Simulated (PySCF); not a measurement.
CrO2F, SMILES [O]=[Cr+](=[O])[F], charge +1, multiplicity 1.

Coordinates come from a PBE0-D3(BJ)/def2-SVP optimisation. The multiplicity is an assumed one; other spin states were not compared. The isomer is the one that the SMILES or the coordinates give; other isomers of the formula were not compared.

Two levels are set side by side: PBE/def2-TZVPD (PySCF) and M06-2X/def2-TZVPD (PySCF). Same geometry, gas phase. Differences are taken from unrounded values.

| quantity | PBE |
|---|---|
| orbital gap (eV) | 2.14 |
| highest occupied level (eV) | -15.76 |
| lowest empty level (eV) | -13.62 |
| mean polarisability (bohr³) | 28.6 |

**Question.** These are the PBE values. What does M06-2X give? (An estimate is asked for; the answer gives what the named calculation found.)

**Answer.** 
| quantity | M06-2X | PBE minus M06-2X |
|---|---|---|
| orbital gap (eV) | 7.67 | -5.53 |
| highest occupied level (eV) | -19.39 | 3.63 |
| lowest empty level (eV) | -11.72 | -1.91 |
| mean polarisability (bohr³) | 28.1 | 0.5 |

Without exact exchange PBE keeps part of each electron's self-repulsion, which lifts occupied levels and narrows the gap. Differences between two approximate levels are no errors against the true value.

Rough cost on one machine, each run with all the roots and properties that it gave: M06-2X against PBE about 4 times.
